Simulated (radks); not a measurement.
Results of a calculation; reference values are marked as such.
Species: Sb II. Configuration: [Kr] 4d10 5s2 5p2. Level of theory: scalar-relativistic Kohn-Sham, BP86, spin-unpolarised, spherical densities, point nucleus (a radial shooting solver on a logarithmic mesh with Libxc functionals). Some entries of the table are withheld. Estimate them.

orbital,occ.,eigenvalue (eV),<r^2> (bohr^2)
1s,2,-30320.06,0.001094
2s,2,(1),0.01773
2p,6,(2),0.01401
3s,2,-912.9581,(3)
3p,6,-759.2363,0.1254
3d,10,-524.6502,0.1106
4s,2,-157.4572,0.7068
4p,6,-110.3942,0.8289
4d,10,(4),(5)
5s,2,-20.8189,5.261
5p,2,-12.1523,(6)

Answer. 
(1) 2s eigenvalue (eV): -4621.089
(2) 2p eigenvalue (eV): -4149.478
(3) 3s <r^2> (bohr^2): 0.1249
(4) 4d eigenvalue (eV): -42.0930
(5) 4d <r^2> (bohr^2): 1.250
(6) 5p <r^2> (bohr^2): 8.071
